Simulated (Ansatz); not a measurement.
Calculated with Ansatz (gas phase, PBE0-D4/def2-TZVP geometries, no zero-point term in ΔE). CCSD(T)/CBS adds triple-zeta CCSD(T) − MP2 to the extrapolated MP2 energy (def2 sets, frozen cores). Functionals use def2-TZVPP. Each species was taken in one conformer, which may not be the lowest.

Consider the formal exchange of groups at the Si–S bond: `BS[SiH](C)Cl` + `C#CCS` → `C#C[SiH](C)Cl` + `BSCS`.

| level | ΔE (eV) |
| --- | --- |
| r2SCANh-D4 | 0.38 |
| BHLYP-D4 | 0.39 |
| revPBE | 0.34 |
| r2SCANh | 0.37 |
| CAM-B3LYP | 0.35 |
| HF/def2-SVP | 0.45 |
| CCSD/def2-SVP | 0.40 |
| MP2/def2-TZVPP | 0.36 |

Q: What does CCSD(T)/CBS give? (An estimate is asked.)

A: The calculation gave: +0.34 eV. The listed levels differ from it by 0.04, 0.05, 0.00, 0.03, 0.01, 0.11, 0.06, 0.02 eV.

Largest T1 diagnostic among the species: 0.014.

From BLYP to BHLYP (50 % exact exchange), in def2-TZVPP and without D4, ΔE moves by +0.08 eV. Leaving LDA and LC-ωPBE aside and taking each functional with its dispersion term where it has one, the values, not all of them listed here, spread over 0.10 eV, from BLYP-D4 to PBE0-D4. LDA lies +0.05 eV from PBE without D4.
